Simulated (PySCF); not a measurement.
CuH4O2, SMILES [OH2]->[Cu+]<-[OH2], charge +1, multiplicity 1. Atoms are numbered in the order given.

```xyz
7

Cu     0.0000     0.0000     0.0040
O     -1.8794    -0.0331    -0.0316
H     -2.4172    -0.4405     0.6599
H     -2.4097     0.6483    -0.4653
O      1.8794     0.0331    -0.0316
H      2.4172     0.4405     0.6599
H      2.4097    -0.6483    -0.4653
```
Charge +1, spin multiplicity 1.

Geometry: r2SCAN-D4/def2-TZVP. The multiplicity is an assumed one; other spin states were not compared.

All values below come from PBE0/def2-TZVPD (PySCF).

Symmetry labels are those of the subgroup C2 that the program uses (full group C2).

Computed valence orbital energies around the gap with their symmetry:
```tsv
orbital	symmetry	energy (eV)
HOMO−7	B	-18.73
HOMO−6	A	-16.20
HOMO−5	B	-16.13
HOMO−4	B	-13.25
HOMO−3	A	-13.25
HOMO−2	B	-13.08
HOMO−1	A	-13.06
HOMO	A	-12.39
LUMO	A	-5.77
LUMO+1	B	-4.35
LUMO+2	A	-3.79
LUMO+3	B	-3.77
```
